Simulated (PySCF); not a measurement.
**Frontier orbitals and the lowest excitations**

Species: C₄H₇NO₂Si.
Cartesian coordinates in Å at the GFN2-xTB level; atoms count from 1:
```
atom  x, y, z in Å
O1    -2.305    0.834   -1.221
Si2   -1.688   -0.298   -0.258
O3    -2.386   -0.161    1.201
N4     0.043   -0.081   -0.075
C5     0.889    0.407   -1.035
C6     2.173    0.350   -0.586
C7     2.129   -0.210    0.712
C8     0.820   -0.464    0.986
H9    -2.510    1.708   -0.897
H10   -1.967   -1.550   -0.937
H11   -2.086   -0.675    1.944
H12    0.492    0.762   -1.964
H13    3.051    0.670   -1.113
H14    2.967   -0.396    1.355
H15    0.373   -0.889    1.865
```

Method used: PySCF, TDDFT B3LYP/def2-SVPD, vertical, gas phase, core orbitals frozen in the response.

Frontier orbitals with the atoms that hold most of them (Löwdin shares over 4%, at most four atoms; ? is withheld):

| orbital | ε (eV) | atoms |
| --- | --- | --- |
| LUMO+2 | 0.38 | C8 17%, C5 16%, N4 16%, C7 11% |
| LUMO+1 | 0.09 | O1 27%, H9 18%, Si2 15%, O3 15% |
| LUMO | -0.29 | O3 26%, Si2 22%, H11 18%, H15 9% |
| HOMO | -6.09 | ? |
| HOMO-1 | -7.00 | ? |
| HOMO-2 | -9.28 | O3 33%, Si2 18%, H10 17%, O1 15% |
| HOMO-3 | -9.76 | O1 57%, O3 26%, Si2 6% |

(1) Give the leading atoms of the HOMO-1.

(2) Which atoms hold the HOMO, and with what shares?

(3) How does S1 compare with the orbital gap of 5.80 eV?

(4) One configuration dominates each of S1, S2 and S3. Which, and how do the shares of the two leading atoms of either orbital change from the occupied to the empty one?

Results:

(1) N4 (bonded to 2 C and Si) 27%; C7 (bonded to 2 C and H) 25%; C6 (bonded to 2 C and H) 24%; C8 (bonded to C, N and H) 7%. By element: carbon 57% or more, nitrogen 27%.

(2) C8 (bonded to C, N and H) 27%; C5 (bonded to C, N and H) 27%; C6 (bonded to 2 C and H) 15%; C7 (bonded to 2 C and H) 14%.

(3) S1 is at 5.05 eV (f = 0.0026), 0.75 eV below the gap, made of HOMO→LUMO (97%). 

(4) 
- S1 (5.05 eV, f 0.0026), HOMO→LUMO (97%): C8 27% → at most 10%, C5 27% → at most 10%, O3 at most 15% → 26%, Si2 at most 15% → 22%
- S2 (5.47 eV, f 0.0050), HOMO→LUMO+1 (95%): C8 27% → at most 15%, C5 27% → at most 15%, O1 at most 15% → 27%, H9 at most 15% → 18%
- S3 (5.98 eV, f 0.012), HOMO-1→LUMO (96%): N4 27% → at most 10%, C7 25% → at most 10%, O3 at most 7% → 26%, Si2 at most 7% → 22%

Löwdin shares depend on the basis, the more so with diffuse functions.

One conformer stands for the species.
